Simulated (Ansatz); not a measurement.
Ansatz (an electronic-structure program) input (wB97M-V/def2-TZVPD):

Ansatz 0.2 input:
```yaml
crystal:
  periodic: [false, false, false]
  atoms:
    - {symbol: C, position_ang: [2.09427839, -0.81167443, 0.18972980]}
    - {symbol: C, position_ang: [0.69762972, -0.31885356, 0.13496299]}
    - {symbol: C, position_ang: [-0.39723427, -0.97045921, -0.64709859]}
    - {symbol: C, position_ang: [-1.65109837, -0.16320256, -0.27012257]}
    - {symbol: C, position_ang: [-1.11055696, 1.25261945, -0.01824312]}
    - {symbol: C, position_ang: [0.26206285, 1.02105008, 0.64304384]}
    - {symbol: H, position_ang: [2.69774997, -0.43896688, -0.65422232]}
    - {symbol: H, position_ang: [2.60370502, -0.48491504, 1.10075525]}
    - {symbol: H, position_ang: [2.14161462, -1.90307620, 0.14768673]}
    - {symbol: H, position_ang: [-0.20898076, -0.89744221, -1.73202206]}
    - {symbol: H, position_ang: [-0.49474547, -2.04049259, -0.43459252]}
    - {symbol: H, position_ang: [-2.42883269, -0.19232440, -1.03415706]}
    - {symbol: H, position_ang: [-2.07965922, -0.56512937, 0.65196627]}
    - {symbol: H, position_ang: [-0.97234290, 1.76556744, -0.97392480]}
    - {symbol: H, position_ang: [-1.78128466, 1.86452323, 0.58594556]}
    - {symbol: H, position_ang: [0.97969409, 1.81660290, 0.40859943]}
    - {symbol: H, position_ang: [0.17259389, 1.01877453, 1.74033120]}
basis:
  gaussian:
    orbitals: def2-TZVPD
hamiltonian:
  xc: {name: wB97M-V}
magnetization: {spin_polarized: true, initial_magnetization: 1}
output: {forces: true}
```

Output:

```
Functional definition: wB97M-V
integrals: 0.40 GiB planned
1605 factors; their error is unknown
integrals: 0.44 GiB planned
659 factors; integrals over basis functions are off by at most 1.4e-6 eV
0.57 GiB of the device are held for the grids
2.37 GiB of device memory are held for the factors and their scratch space
mean field: 3.91 GiB planned
mean field evaluation 1: about -6391.7986 eV, gradient 3.9e1 eV
mean field evaluation 2: about -6394.4463 eV, gradient 3.1e1 eV
mean field evaluation 4: about -6399.0642 eV, gradient 1.3e0 eV
mean field evaluation 8: about -6399.0320 eV, gradient 5.7e-1 eV
mean field evaluation 16: about -6399.0330 eV, gradient 3.1e-4 eV
mean field -6399.03303878 eV, -235.1601267549 hartree, gradient 3.7e-5 eV, S^2 0.753835; 0 other end points of the search recorded, 0 dependent functions left out
the calculation of the forces begins
reference -6399.03310757 eV, -235.1601292826 hartree; 24, 23 occupied and 297, 298 virtual orbitals, 1605 factors
Total energy: -6399.03310757 eV, -235.1601292826 hartree
Atom 0 at     2.094278    -0.811674     0.189730 Å, force     0.033191    -0.001026    -0.015442 eV/Å
Atom 1 at     0.697630    -0.318854     0.134963 Å, force    -0.085798     0.044117    -0.015976 eV/Å
Atom 2 at    -0.397234    -0.970459    -0.647099 Å, force    -0.029807     0.045514    -0.001149 eV/Å
Atom 3 at    -1.651098    -0.163203    -0.270123 Å, force     0.096051     0.021949     0.018703 eV/Å
Atom 4 at    -1.110557     1.252619    -0.018243 Å, force     0.060057    -0.086045    -0.000507 eV/Å
Atom 5 at     0.262063     1.021050     0.643044 Å, force    -0.054337    -0.018556    -0.007902 eV/Å
Atom 6 at     2.697750    -0.438967    -0.654222 Å, force    -0.033150    -0.007815     0.029035 eV/Å
Atom 7 at     2.603705    -0.484915     1.100755 Å, force    -0.021399    -0.005779    -0.018873 eV/Å
Atom 8 at     2.141615    -1.903076     0.147687 Å, force    -0.010747     0.025894     0.003373 eV/Å
Atom 9 at    -0.208981    -0.897442    -1.732022 Å, force     0.001698     0.013591     0.026509 eV/Å
Atom 10 at    -0.494745    -2.040493    -0.434593 Å, force     0.002837     0.017526     0.008316 eV/Å
Atom 11 at    -2.428833    -0.192324    -1.034157 Å, force     0.017230     0.003156     0.007851 eV/Å
Atom 12 at    -2.079659    -0.565129     0.651966 Å, force     0.018112     0.006915    -0.002316 eV/Å
Atom 13 at    -0.972343     1.765567    -0.973925 Å, force     0.005954    -0.016598     0.004502 eV/Å
Atom 14 at    -1.781285     1.864523     0.585946 Å, force     0.012359    -0.014523    -0.004888 eV/Å
Atom 15 at     0.979694     1.816603     0.408599 Å, force    -0.007952    -0.018867    -0.008585 eV/Å
Atom 16 at     0.172594     1.018775     1.740331 Å, force    -0.004298    -0.009452    -0.022652 eV/Å
Dipole moment:     0.003904     0.012266    -0.016417 e Å
```

It need not be the lowest isomer of its formula.
